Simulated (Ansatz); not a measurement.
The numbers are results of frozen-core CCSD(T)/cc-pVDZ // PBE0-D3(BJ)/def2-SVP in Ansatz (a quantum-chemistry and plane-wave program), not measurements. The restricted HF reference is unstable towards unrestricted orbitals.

Ansatz 0.2 input:
```yaml
crystal:
  periodic: [false, false, false]
  atoms:
    - { symbol: C, position_ang: [-4.200991, 0.586324, 0.143577] }
    - { symbol: O, position_ang: [-3.413917, -0.553453, -0.090753] }
    - { symbol: C, position_ang: [-2.088149, -0.421038, -0.084128] }
    - { symbol: C, position_ang: [-1.201427, -1.445928, -0.297436] }
    - { symbol: C, position_ang: [0.134834, -0.968817, -0.223548] }
    - { symbol: S, position_ang: [1.696398, -1.680519, -0.385396] }
    - { symbol: C, position_ang: [2.499072, -0.157571, -0.09928] }
    - { symbol: Si, position_ang: [4.354685, 0.004726, -0.094515] }
    - { symbol: C, position_ang: [1.588716, 0.857647, 0.112513] }
    - { symbol: C, position_ang: [0.251999, 0.39454, 0.041363] }
    - { symbol: S, position_ang: [-1.30921, 1.132046, 0.208271] }
    - { symbol: H, position_ang: [-4.023073, 1.360072, -0.624003] }
    - { symbol: H, position_ang: [-5.248504, 0.265503, 0.096063] }
    - { symbol: H, position_ang: [-3.997423, 1.014966, 1.140744] }
    - { symbol: H, position_ang: [-1.519944, -2.467985, -0.492672] }
    - { symbol: H, position_ang: [4.944713, -0.392592, -1.409287] }
    - { symbol: H, position_ang: [4.671666, 1.437655, 0.181093] }
    - { symbol: H, position_ang: [4.979092, -0.855264, 0.956748] }
    - { symbol: H, position_ang: [1.881464, 1.889689, 0.310085] }
basis:
  gaussian: { orbitals: cc-pVDZ }
correlation:
  method: ccsd_t
```

Output:

```
Functional definition: HF
1963 factors; integrals over basis functions are off by at most 1.1e-3 eV
mean field evaluation 1: about -38867.6474 eV, gradient 3.9e1 eV
mean field evaluation 2: about -38868.1180 eV, gradient 3.9e1 eV
mean field evaluation 4: about -38873.0125 eV, gradient 6.8e0 eV
mean field evaluation 8: about -38873.1782 eV, gradient 5.4e-1 eV
mean field evaluation 16: about -38873.1805 eV, gradient 1.9e-6 eV
mean field -38873.18048879 eV, -1428.5630337748 hartree, gradient 1.9e-6 eV, S^2 0.000000; 0 other end points of the search recorded, 0 dependent functions left out; unrestricted orbitals would lower it
23 core orbitals not correlated
reference -38873.18048879 eV, -1428.5630337748 hartree; 29, 29 occupied and 154, 154 virtual orbitals, 1963 factors
second order -40.19227949 eV of doubles, -0.00000000 eV of singles
cycle   1  -40.41425509 eV  change   -2.2e-1 eV  update   1.8e-1
cycle   2  -41.67701901 eV  change    -1.3e0 eV  update   5.6e-2
cycle   3  -41.98042412 eV  change   -3.0e-1 eV  update   2.7e-2
cycle   4  -41.97674618 eV  change    3.7e-3 eV  update   7.8e-3
cycle   5  -41.97195361 eV  change    4.8e-3 eV  update   3.8e-3
cycle   6  -41.97337883 eV  change   -1.4e-3 eV  update   1.5e-3
cycle   7  -41.97260700 eV  change    7.7e-4 eV  update   5.3e-4
cycle   8  -41.97217559 eV  change    4.3e-4 eV  update   2.6e-4
cycle   9  -41.97223649 eV  change   -6.1e-5 eV  update   9.3e-5
cycle  10  -41.97230166 eV  change   -6.5e-5 eV  update   3.7e-5
perturbative correction -1.81861604 eV, -0.0668329067 hartree
Total energy: -38916.97140648 eV, -1430.1723203176 hartree
```

Cost: very roughly 17 core-minutes.
